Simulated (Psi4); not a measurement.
boron monoxide dimer (B₂O₂), singlet, geometry from GFN2-xTB. Base run: BLYP/6-31G (Psi4).

The Psi4 input:
```
memory 2 GB

molecule mol {
0 1
  O    -0.000000   -0.000000   -1.997373
  B    -0.000000   -0.000000   -0.809405
  B     0.000000    0.000000    0.809405
  O     0.000000    0.000000    1.997373
}

set basis 6-31g
set reference rks

energy('blyp')
print_variables()
```

Each row names what was changed in the base input (with any setting that the change needs).

| change | ΔE vs base (eV) | point group used | SCF cycles |
|---|---|---|---|
| base | 0.00 | d2h | 8 |
| symmetry = c2v | 0.00 | c2v | 8 |
| molecule keys = symmetry c1 | 0.00 | c1 | 7 |
| molecule keys = symmetry c1, no_reorient, no_com | 0.00 | c1 | 7 |
| molecule keys = no_reorient | 0.00 | d2h | 8 |
| jitter_ang = 0.002 | -0.01 | c1 | 8 |
| symmetry = c2h | 0.00 | c2h | 8 |
